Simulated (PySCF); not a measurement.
ClH2NOSW, SMILES [NH]=[W]([SH])([Cl])=[O], multiplicity 1. Geometry: B3LYP-D3(BJ)/def2-SVP. The spin state was assumed, not searched. The structure was generated by enumeration; whether it is a known compound was not checked. The def2 effective core potentials stand for the cores of W; spin–orbit coupling is left out. One conformer was computed; it need not be the lowest.

Q: Give the equilibrium geometry at B3LYP-D3(BJ)/def2-SVP (PySCF confirms it by a frequency run) as Cartesian coordinates in Å. (The exact figures need the calculation; the answer reports its results.)

A: One answer among several that fit: 
```xyz
7

W      0.1415    -0.1089    -0.1187
O      1.8144    -0.3649     0.1148
N     -0.4599    -1.1266    -1.4182
H     -0.2480    -1.8146    -2.1399
Cl    -0.2773     2.0960    -0.6456
S     -0.9222    -0.8530     1.8534
H     -2.0492    -1.3036     1.2525
```
Charge 0, spin multiplicity 1.
